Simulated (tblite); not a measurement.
Species: C₆H₁₂O₂SSi.
Numbering: `[CH3:1][S:2]/[C:3]([CH3:4])=[C:5](/[CH3:6])[SiH2:7][O:8][CH:9]=[O:10]` (hydrogens: H11, H12, H13 on C1; H14, H15, H16 on C4; H17, H18, H19 on C6; H20, H21 on Si7; H22 on C9)

Computed with GFN2-xTB (tblite), gas phase: L-BFGS steps from a force-field or distance-geometry start until the largest atomic force falls under 0.01 eV/Å.

The end geometry, which sets the zero of energy:
```
atom  x, y, z in Å
C1     -1.8803    1.7474    0.0612
S2     -1.4086    0.5048    1.3079
C3     -0.9160   -0.8082    0.1984
C4     -2.0197   -1.6091   -0.4132
C5      0.3870   -1.0072   -0.0018
C6      0.8430   -2.1344   -0.8827
Si7     1.6642    0.0761    0.8665
O8      1.4614    1.5688    0.1171
C9      2.2321    2.5798    0.4169
O10     3.1359    2.5619    1.1965
H11    -2.2298    2.6186    0.6052
H12    -1.0062    1.9953   -0.5328
H13    -2.6755    1.3537   -0.5647
H14    -1.9033   -2.6626   -0.1582
H15    -2.9876   -1.2700   -0.0537
H16    -1.9952   -1.5289   -1.5008
H17     1.9221   -2.1279   -0.9993
H18     0.5493   -3.0910   -0.4499
H19     0.3838   -2.0642   -1.8685
H20     3.0005   -0.3990    0.5118
H21     1.4897    0.2357    2.3008
H22     1.9427    3.4797   -0.1576
```

Question: These geometries come from the run, each turned onto the end geometry. Order them by energy, lowest first.
A.
```
atom  x, y, z in Å
C1     -2.3920    1.6660    0.1519
S2     -1.1338    0.7594    1.1164
C3     -0.7435   -0.6209    0.0656
C4     -1.9005   -1.2746   -0.6181
C5      0.5300   -1.0287    0.0242
C6      0.9163   -2.2952   -0.6889
Si7     1.8967   -0.0506    0.8733
O8      1.9288    1.3525   -0.0356
C9      2.3645    2.5256    0.3382
O10     2.7931    2.8170    1.4125
H11    -2.4799    2.6393    0.6240
H12    -2.0425    1.7782   -0.8697
H13    -3.3509    1.1571    0.1916
H14    -1.5952   -2.2134   -1.0709
H15    -2.6975   -1.4702    0.0990
H16    -2.2986   -0.6308   -1.4031
H17     1.9610   -2.5167   -0.5035
H18     0.3266   -3.1418   -0.3404
H19     0.7740   -2.1947   -1.7635
H20     3.1827   -0.6946    0.6062
H21     1.6721    0.2090    2.2868
H22     2.2780    3.2475   -0.4968
```
B.
```
atom  x, y, z in Å
C1     -2.2178    1.6721    0.0130
S2     -1.3063    0.6468    1.2165
C3     -0.8450   -0.7116    0.1601
C4     -1.9788   -1.4651   -0.4591
C5      0.4530   -0.9891    0.0128
C6      0.8867   -2.1810   -0.7934
Si7     1.7741    0.0568    0.8575
O8      1.6000    1.5644    0.1368
C9      2.4089    2.5418    0.4477
O10     3.3382    2.4687    1.1938
H11    -2.4970    2.5828    0.5336
H12    -1.5621    1.9022   -0.8225
H13    -3.1099    1.1464   -0.3192
H14    -1.7657   -2.5337   -0.4645
H15    -2.8999   -1.2950    0.0958
H16    -2.1336   -1.1481   -1.4927
H17     1.9582   -2.3350   -0.7147
H18     0.3878   -3.0880   -0.4521
H19     0.6364   -2.0381   -1.8440
H20     3.0816   -0.4738    0.4768
H21     1.6529    0.2247    2.2968
H22     2.1280    3.4710   -0.0799
```
C.
```
atom  x, y, z in Å
C1     -2.5966    1.7447    0.3673
S2     -0.8736    1.1456    0.5411
C3     -0.6592   -0.5009   -0.1406
C4     -1.7936   -1.2344   -0.7743
C5      0.5734   -1.0231   -0.0478
C6      0.8709   -2.3956   -0.5970
Si7     1.9651   -0.0668    0.7556
O8      2.5206    1.2666   -0.1986
C9      2.4956    2.5217    0.2762
O10     2.1108    2.8231    1.3063
H11    -2.9987    2.1035    1.3253
H12    -2.6534    2.5943   -0.3197
H13    -3.2792    0.9813    0.0104
H14    -1.6534   -2.3303   -0.7406
H15    -2.6950   -0.9616   -0.2188
H16    -1.8610   -0.9438   -1.8349
H17     1.9013   -2.4411   -0.9479
H18     0.7494   -3.1742    0.1694
H19     0.2333   -2.6577   -1.4436
H20     3.0861   -1.0209    0.8481
H21     1.6447    0.2945    2.1366
H22     2.9021    3.2946   -0.4734
```
D.
```
atom  x, y, z in Å
C1     -2.5776    1.6946    0.2167
S2     -0.9138    1.1023    0.7086
C3     -0.6408   -0.4733   -0.0783
C4     -1.8239   -1.1534   -0.6930
C5      0.5943   -0.9986   -0.0117
C6      0.8814   -2.3397   -0.6392
Si7     2.0154   -0.1541    0.8969
O8      2.3829    1.1966   -0.0176
C9      2.4244    2.4646    0.3022
O10     2.3871    2.9347    1.3983
H11    -2.9905    2.1740    1.0999
H12    -2.4851    2.4212   -0.5869
H13    -3.2126    0.8721   -0.0826
H14    -1.5782   -2.1793   -0.9581
H15    -2.6456   -1.1858    0.0256
H16    -2.1698   -0.6374   -1.5925
H17     1.9444   -2.4851   -0.7998
H18     0.5381   -3.1527   -0.0009
H19     0.3920   -2.4242   -1.6049
H20     3.2481   -0.9263    0.7528
H21     1.7055    0.1897    2.2822
H22     2.5137    3.0791   -0.6184
```
E.
```
atom  x, y, z in Å
C1     -1.9160    1.7348    0.0725
S2     -1.4035    0.5022    1.3125
C3     -0.9109   -0.8030    0.1937
C4     -2.0148   -1.5995   -0.4227
C5      0.3924   -1.0020   -0.0029
C6      0.8557   -2.1222   -0.8881
Si7     1.6622    0.0799    0.8737
O8      1.4607    1.5695    0.1162
C9      2.2540    2.5624    0.4157
O10     3.1578    2.5204    1.1946
H11    -2.2314    2.6161    0.6206
H12    -1.0673    1.9678   -0.5635
H13    -2.7433    1.3459   -0.5137
H14    -1.9601   -2.6344   -0.0846
H15    -2.9862   -1.2004   -0.1444
H16    -1.9281   -1.6002   -1.5099
H17     1.9311   -2.0897   -1.0301
H18     0.5906   -3.0810   -0.4424
H19     0.3748   -2.0683   -1.8642
H20     2.9968   -0.3997    0.5207
H21     1.4869    0.2520    2.3054
H22     1.9881    3.4687   -0.1601
```

Answer: E (0.003 eV), B (0.028 eV), A (0.081 eV), D (0.206 eV), C (0.697 eV).

In the order of the answer:

| step | E above end (eV) | largest force (eV/Å) | rms force component (eV/Å) | rms distance from end (Å) | rms bond change (Å) | bond most changed (Å) |
| --- | --- | --- | --- | --- | --- | --- |
| 200 | 0.003 | 0.03 | 0.010 | 0.051 | 0.001 | C5–Si7 -0.002 |
| 140 | 0.028 | 0.08 | 0.020 | 0.280 | 0.002 | S2–C3 -0.007 |
| 95 | 0.081 | 0.08 | 0.022 | 0.566 | 0.004 | Si7–O8 -0.011 |
| 45 | 0.206 | 0.14 | 0.049 | 0.739 | 0.005 | C1–S2 +0.011 |
| 1 | 0.697 | 5.36 | 0.950 | 0.813 | 0.022 | C9=O10 -0.054 |

What follows is the cost of the whole relaxation. The run took 2.4 s on one thread, Arm Neoverse V2 (aarch64), no GPU (shared host).
